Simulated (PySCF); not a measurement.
Species: C5H16N2Si2.
Cartesian coordinates in Å at the PBE0-D3(BJ)/def2-SVP level; atoms count from 1:
```xyz
25
C5H16N2Si2 angstrom
C     -4.0615    0.1939   -0.6206
C     -3.0888   -0.9366   -0.9195
C     -1.6329   -0.5985   -0.6020
C     -0.6441   -1.7235   -0.9768
Si     0.9913   -1.3097   -0.1453
N      1.8344   -0.1455   -1.1178
C      2.8698    0.7233   -0.6168
N      0.3898   -0.5855    1.3210
Si    -1.2926   -0.1378    1.2170
H     -5.0930   -0.0772   -0.8924
H     -4.0651    0.4555    0.4510
H     -3.7972    1.1067   -1.1786
H     -3.3816   -1.8369   -0.3501
H     -3.1673   -1.2197   -1.9848
H     -1.3489    0.3032   -1.1775
H     -0.5762   -1.8509   -2.0711
H     -0.9990   -2.6882   -0.5703
H      1.8349   -2.5000    0.2090
H      1.8878   -0.3200   -2.1156
H      2.6393    0.9996    0.4248
H      3.8860    0.2805   -0.6231
H      2.9171    1.6663   -1.1873
H      0.9276   -0.5289    2.1771
H     -2.1597   -0.9229    2.1605
H     -1.5427    1.3094    1.5131
```

Level: PBE0/pcSseg-1 in PySCF, non-relativistic, on one gas-phase PBE0-D3(BJ)/def2-SVP geometry that isn't relaxed in the solvent. The solvent is an IEF-PCM continuum (cavity from Bondi-type radii × 1.2). Specific hydrogen bonds and non-electrostatic terms are outside this model.

Gas phase at PBE0/pcSseg-1: HOMO -6.49 eV, LUMO 0.74 eV, dipole 1.11 D.

Q: What does the continuum do to the energy, the frontier levels and the dipole at PBE0/pcSseg-1 in tetrahydrofuran and dichloromethane?

A: 
```tsv
solvent	ε	E(solvent) − E(gas) (kJ/mol)	polarisation term (kJ/mol)	distortion of the solute (kJ/mol)	HOMO (eV)	LUMO (eV)	dipole (D)
tetrahydrofuran	7.426	-12.38	-13.26	0.88	-6.45	0.82	1.34
dichloromethane	8.93	-12.94	-13.90	0.96	-6.45	0.82	1.35
```

The polarisation term is half the interaction of the solute with the surface charges that it induces; the rest is the cost of distorting the solute's density. The sum is the electrostatic part of solvation alone. From tetrahydrofuran to dichloromethane the lowering changes by a factor 1.04, Onsager's factor (ε − 1)/(2ε + 1) by 1.04 and ε itself by 1.2.

Q: Which radius a makes the point-dipole formula ΔE = −[(ε − 1)/(2ε + 1)]·μ²/a³ give the value in dichloromethane, with the gas-phase dipole?

A: μ = 0.436 au and |ΔE| = 0.00493 Eh give a = 1.34 Å; the farthest nucleus lies 4.62 Å from the centroid of the nuclei, so such a sphere wouldn't even hold the nuclei. The formula assumes a rigid point dipole at the centre of a sphere.

Q: Give the dipole vector in the frame of the coordinates (D, pointing from negative to positive charge), gas and dichloromethane.

A: Gas (0.78, 0.18, -0.77), solvent (0.93, 0.15, -0.97). Its length changes by +22 % and its direction by 3°.

Q: Which Hirshfeld charges (PBE0/pcSseg-1) respond most in dichloromethane (means over atoms taken as equivalent)?

A: 
```tsv
atoms	environment	gas (e)	solvent (e)	change
H23	N–H hydrogen	+0.117	+0.125	+0.008
H19	N–H hydrogen	+0.112	+0.119	+0.007
H18	Si–H hydrogen	-0.102	-0.108	-0.006
H25	Si–H hydrogen	-0.091	-0.095	-0.004
H24	Si–H hydrogen	-0.094	-0.098	-0.004
H16	methylene hydrogen	+0.035	+0.039	+0.004
```

Q: Which Mayer bond orders change most in dichloromethane?

A: 
```json
{"bond": "Si5–N6", "length (Å)": "1.736", "gas": "0.972", "solvent": "0.989", "change": "+0.017"}
{"bond": "N8–Si9", "length (Å)": "1.744", "gas": "0.980", "solvent": "0.992", "change": "+0.012"}
{"bond": "N8–H23", "length (Å)": "1.013", "gas": "0.921", "solvent": "0.912", "change": "-0.009"}
{"bond": "Si5–H18", "length (Å)": "1.501", "gas": "0.890", "solvent": "0.882", "change": "-0.008"}
{"bond": "N6–H19", "length (Å)": "1.014", "gas": "0.935", "solvent": "0.928", "change": "-0.007"}
{"bond": "Si5–N8", "length (Å)": "1.742", "gas": "0.925", "solvent": "0.931", "change": "+0.006"}
{"bond": "N6–C7", "length (Å)": "1.442", "gas": "0.988", "solvent": "0.983", "change": "-0.005"}
{"bond": "Si9–C3", "length (Å)": "1.907", "gas": "0.877", "solvent": "0.881", "change": "+0.004"}
```

Hardware: Arm Neoverse V2, one thread, no GPU, on a shared host. Cost: 70 s wall, 1.3 GiB resident at most. This is the whole shielding run at PBE0/pcSseg-1 in dichloromethane, SCF included.
